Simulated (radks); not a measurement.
The numbers below are computed, except where a source is named.
Question: These are the eigenvalues of the occupied orbitals of an atom or ion with whole-number occupations (hartree). Code: a radial shooting solver on a logarithmic mesh with Libxc functionals. Model: Dirac Kohn-Sham, revPBE, spin-unpolarised, spherical densities, finite nucleus; Fermi nuclear charge, rms radius of each element as measured or else 0.836 A^(1/3) + 0.57 fm.

| orbital | eigenvalue |
|---|---|
| 1s1/2 | -1653.041 |
| 2s1/2 | -268.8182 |
| 2p1/2 | -254.5703 |
| 2p3/2 | -233.9838 |
| 3s1/2 | -58.77974 |
| 3p1/2 | -52.67194 |
| 3p3/2 | -48.53195 |
| 3d3/2 | -37.92208 |
| 3d5/2 | -37.02489 |
| 4s1/2 | -11.85663 |
| 4p1/2 | -9.53292 |
| 4p3/2 | -8.63067 |
| 4d3/2 | -4.81044 |
| 4d5/2 | -4.65014 |
| 5s1/2 | -1.75537 |
| 5p1/2 | -1.13650 |
| 5p3/2 | -1.01657 |
| 4f5/2 | -0.30101 |
| 6s1/2 | -0.30062 |

Which element is it, and in what charge state? The configuration may be excited. Open shells, if any, fill j = l - 1/2 first.

Answer: Z = 61, promethium, charge +1: Pm+ in [Xe] 4f5 6s1. The list shows which subshells hold electrons but not how many an open one holds; the 1s level, -1653 hartree, gives Z - s = 57.5 by -(Z - s)^2/2, which with screening and relativity narrows Z to a few neighbours, and the depths of the outer levels then fix element, charge and occupations together.
